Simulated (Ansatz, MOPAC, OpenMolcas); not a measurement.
# How methods differ on CuCl (cuprous chloride)

CuCl: 2 atoms, total charge 0, spin state singlet. As SMILES, `[Cl][Cu]`. The shape is that of a PBE0-D4/def2-TZVP optimisation.

```xyz
2

Cl    0.8983   -0.3452    0.4464
Cu   -0.8688    0.2850   -0.4424
```

Quantity: the HOMO–LUMO gap, in eV. The values are calculated.

```tsv
level	kind	program	value (eV)	CPU time
PM7	semi-empirical	MOPAC	11.73	under 2 s
HF/cc-pVTZ	Hartree–Fock	Ansatz	10.22	4.9 s
SVWN5/cc-pVTZ	LDA	OpenMolcas	2.08	23 s
PBE/cc-pVTZ	GGA	Ansatz	2.04	7.7 s
M06-L/cc-pVTZ	meta-GGA	OpenMolcas	2.82	31 s
M06-2X/cc-pVTZ	hybrid meta-GGA	OpenMolcas	6.59	28 s
PBE0/cc-pVTZ	global hybrid	OpenMolcas	4.53	24 s
B2PLYP/cc-pVTZ	double hybrid	OpenMolcas	6.70	18 s
```

The values span 2.04 to 11.73 eV. Orbital gaps aren't excitation energies, and those of double hybrids come from the SCF part alone; they tend to grow with the share of exact exchange. Times are those of the runs behind each value, whatever else they computed, on shared processors of several kinds: orders of magnitude only.
